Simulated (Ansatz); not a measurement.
A nudged elastic band was laid between two geometries of CH5AsOSi (9 atoms, charge 0, multiplicity 1).

Level of theory: Ansatz, RKS B3LYP-D4/def2-mTZVP.

| Property | Result |
| --- | --- |
| movable images | 9 |
| climbing image | yes |
| spring | 5.0 eV/Å² |
| optimiser | quadratic models (default) |
| start path | IDPP |
| force threshold | 0.03 eV/Å |
| iteration limit | 48 |
| end points | relaxed |

First end point:

```xyz
9
Properties=species:S:1:pos:R:3
As -1.171 1.743 0.168
Si 0.466 0.040 0.037
C -0.036 -1.689 -0.245
O 0.278 -1.220 1.132
H -0.583 2.461 -1.050
H -0.312 2.574 1.125
H 1.862 0.460 -0.223
H 0.664 -2.441 -0.599
H -1.079 -1.973 -0.362
```

Last end point:

```xyz
9
Properties=species:S:1:pos:R:3
As -0.918 1.783 0.971
Si 0.530 -0.028 0.498
C 0.212 -1.337 -0.730
O -0.130 -1.557 0.706
H -1.787 1.484 -0.249
H -0.035 2.757 0.188
H 1.890 0.176 1.049
H 0.992 -2.008 -1.079
H -0.665 -1.317 -1.371
```

Q: Which bonds break or form, and what moves?

A: No bond is made or broken. The dihedral H5–As1–Si2–H7 goes from 43 to 154°.

Q: Give the energies along the band, and the barrier.

A: The run converged. The highest image is number 5 of 0 to 10, 0.6 kcal/mol above the ends, which have the same energy within 2 meV. A vibrational analysis at the climbing image gives one clearly imaginary mode, 103i cm⁻¹: a first-order saddle point.

```tsv
image	path coordinate (Å)	energy (kcal/mol)	dihedral H5–As1–Si2–H7 (°)
0	0.00	0.0	43
1	0.31	0.0	54
2	0.62	0.2	66
3	0.93	0.3	77
4	1.24	0.5	89
5	1.55	0.6	100
6	1.84	0.5	111
7	2.14	0.4	122
8	2.44	0.2	133
9	2.74	0.1	144
10	3.03	0.0	154
```

Q: What is the geometry of the highest image?

A: 
```xyz
9
Properties=species:S:1:pos:R:3:forces:R:3
As -1.124 1.708 0.683 -0.01 -0.02 0.01
Si 0.476 -0.012 0.353 -0.01 -0.02 0.01
C 0.086 -1.513 -0.605 -0.01 0.02 0.00
O 0.016 -1.541 0.880 0.00 0.01 0.00
H -1.180 2.020 -0.812 0.00 0.01 -0.01
H -0.043 2.762 0.916 0.01 0.01 0.00
H 1.880 0.352 0.646 0.00 0.00 -0.01
H 0.861 -2.163 -1.002 0.01 -0.01 -0.01
H -0.884 -1.659 -1.075 0.00 0.00 0.00
```

Q: What are the harmonic wavenumbers there?

A: 103i, 154, 177, 346, 547, 622, 641, 702, 736, 773, 847, 1001, 1009, 1115, 1133, 1488, 2165, 2179, 2228, 3078, 3153 cm⁻¹.

Time of the run: 3.1 min on 2 threads of Arm Neoverse V1, on a shared host, peak memory 0.28 GiB.
